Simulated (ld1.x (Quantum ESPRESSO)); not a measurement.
# Li (Z = 3): ultrasoft pseudisation with LDA (PZ), non-relativistic reference atom.

- Element: Li (Z = 3)
- Generator: ld1.x (Quantum ESPRESSO) 7.5
- Type: ultrasoft
- Functional: LDA (PZ)
- Relativity: non-relativistic
- Frozen core: [He]
- Valence charge: 1
- Reference configuration: 2s0.75 2p0 (charge +0.25)
- Partial waves: 2s (bound): rcut 2.65, rcutus 3.30 bohr; 2s channel at 1.25 Ry: rcut 2.65, rcutus 3.30 bohr; 2p (bound, empty): rcut 4.45, rcutus 4.75 bohr; 2p channel at 0.2 Ry: rcut 4.45, rcutus 4.75 bohr; 3d channel at 0.35 Ry: rcut 2.45, rcutus 3.40 bohr; 3d channel at 2.05 Ry: rcut 2.45, rcutus 3.40 bohr
- Local potential: all-electron potential smoothed inside 2.90 bohr (lloc = -2)
- Core correction: none
- Augmentation charge: PSQ, radius 2.70 bohr

Poles of the logarithmic derivatives, all-electron (AE) and pseudo (PS). s: poles at -0.1, 1.3, 3.6 (AE) and -0.1, 1.3, 3.4 (PS) Ry. p: poles at 0.0, 1.2, 3.2 (AE) and 0.0, 1.2, 3.5 (PS) Ry. d: poles at 0.7, 2.4, 4.8 (AE) and 0.7, 2.4, 5.0 (PS) Ry. Test radius 5.18 bohr.

* Cutoffs needed: 6 Ry and 6 Ry (the cutoffs (Ry, on a coarse ladder) from which the occupation-weighted sum of valence levels, in a spherical-Bessel basis at the reference potential, stays within 10 and 1 mRy of its value at 400 Ry)
* Ghost test: no extra level below or beside the all-electron valence levels (s, p, d, f tested) (spherical-Bessel basis up to 400 Ry, 20 bohr box)
* Configuration tests: test run stopped at test 3 of 5 (negative rho)
* Lowest eigenvalue of the overlap operator: 0.70 (d channel)
* Density cutoff estimated by the generator: 55 Ry
